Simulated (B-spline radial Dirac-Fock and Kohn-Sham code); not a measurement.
Pd²⁴⁺: eigenvalues, ΔSCF and the reference

System: Pd²⁴⁺ in the configuration 1s2 2s2 2p6 3s2 3p6 3d4.

The density-functional columns are spherical, spin-unpolarised Dirac-Kohn-Sham results without Breit or QED terms: −ε is minus the orbital energy of the initial state and ΔSCF the difference of two total energies. The reference in the last column comes from Dirac-Fock energy differences between relaxed states, corrected for Breit and QED terms. All numbers are from a radial finite-basis atomic code, in eV; a selection of levels is shown. The Kohn-Sham columns are given as differences from the reference. For the 1s level of heavy atoms much of the gap between ΔSCF and the reference is the Breit and QED part, -73.8 eV here; for other levels the error of the functional can be larger.

| level | LDA −ε − DF | LDA ΔSCF − DF | Dirac-Fock |
| --- | --- | --- | --- |
| K | -262.6 | +65.7 | 25355.9 |
| L1 | -114.7 | -40.3 | 4594.0 |
| L2 | -88.7 | -0.5 | 4320.7 |
| L3 | -90.3 | -5.7 | 4161.9 |
| M1 | -51.0 | -19.4 | 1515.8 |
| M2 | -36.0 | -3.3 | 1407.0 |
| M3 | -36.2 | -4.2 | 1373.7 |
| M4,5 | -34.0 | +1.6 | 1212.1 |

Values without a named source are computed, but for edge energies of neutral atoms, which are taken from tables.
